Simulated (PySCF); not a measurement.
Species: C₇H₁₀O.
Cartesian coordinates in Å at the GFN2-xTB level; atoms count from 1:
```
atom  x, y, z in Å
C1    -3.289   -0.401   -0.243
C2    -1.990   -0.519   -1.040
C3    -0.835   -0.908   -0.161
C4     0.229   -0.157    0.005
C5     1.030    1.035   -0.260
C6     1.529    0.120    0.567
O7     2.503   -0.293    1.351
C8     3.616    0.584    1.441
H9    -3.527   -1.348    0.236
H10   -4.116   -0.126   -0.894
H11   -3.188    0.357    0.531
H12   -1.769    0.433   -1.525
H13   -2.124   -1.273   -1.823
H14   -0.920   -1.852    0.360
H15    1.126    1.963   -0.767
H16    4.352    0.083    2.066
H17    3.325    1.533    1.899
H18    4.039    0.777    0.451
```

The closed-shell SCF was solved with PySCF and density fitting under several settings on one GFN2-xTB geometry (grid level 2 and gas phase unless stated).

```json
{"settings": "PBE0/pcSseg-1, level shift 0.2 Eh", "basis functions": "186", "SCF cycles": "11", "E (Eh)": "-347.4045", "HOMO (eV)": "-5.42", "LUMO (eV)": "0.48", "dipole (D)": "3.52"}
{"settings": "HSE06/6-31++G**, IEF-PCM chloroform, grid level 1, energy threshold 1e-06 Eh", "basis functions": "204", "SCF cycles": "8", "E (Eh)": "-347.5010", "HOMO (eV)": "-5.10", "LUMO (eV)": "-0.22", "dipole (D)": "4.12"}
```

Task: Estimate the rows for these settings: (1) KT2/pcSseg-1, fitting basis def2-universal-jkfit, energy threshold 1e-06 Eh; (2) OPBE/MINI, grid level 1, energy threshold 1e-11 Eh.

Result: 
```tsv
settings	basis functions	SCF cycles	E (Eh)	HOMO (eV)	LUMO (eV)	dipole (D)
KT2/pcSseg-1, fitting basis def2-universal-jkfit, energy threshold 1e-06 Eh	186	9	-353.7479	-4.42	-0.55	3.46
OPBE/MINI, grid level 1, energy threshold 1e-11 Eh	50	12	-344.8987	-6.72	-2.62	3.44
```

Task: Over all rows, what range does the HOMO–LUMO gap span?

Result: From 3.87 eV (KT2/pcSseg-1, fitting basis def2-universal-jkfit, energy threshold 1e-06 Eh) to 5.90 eV (PBE0/pcSseg-1, level shift 0.2 Eh). The functional of the narrowest has no exact exchange, that of the widest 25 % exact exchange.

Task: And the dipole moment?

Result: From 3.44 D (OPBE/MINI, grid level 1, energy threshold 1e-11 Eh) to 4.12 D (HSE06/6-31++G**, IEF-PCM chloroform, grid level 1, energy threshold 1e-06 Eh); the largest is 1.20 times the smallest, and the median is 3.49 D.

Whole jobs, the steps after the SCF included, on an Arm Neoverse V1 with one thread, on a shared host:

```
                                                                    settings                                                       work after the SCF  wall time  peak memory
                                           PBE0/pcSseg-1, level shift 0.2 Eh  spin–spin couplings from 17 perturbed nuclei, spin–dipole term left out       39 s     0.94 GiB
HSE06/6-31++G**, IEF-PCM chloroform, grid level 1, energy threshold 1e-06 Eh                                       shieldings, ring-centre shieldings       29 s      1.1 GiB
 KT2/pcSseg-1, fitting basis def2-universal-jkfit, energy threshold 1e-06 Eh          shieldings, ring-centre shieldings, charges and field gradients       30 s     0.65 GiB
                          OPBE/MINI, grid level 1, energy threshold 1e-11 Eh    shieldings, ring-centre shieldings, density and orbital grids written       13 s     0.30 GiB
```

All basis functions are spherical, in the Pople sets too. KT2 was designed for NMR shieldings or shifts; total energies of different functionals aren't comparable. The structure is a single GFN2-xTB conformer; no vibrational corrections.
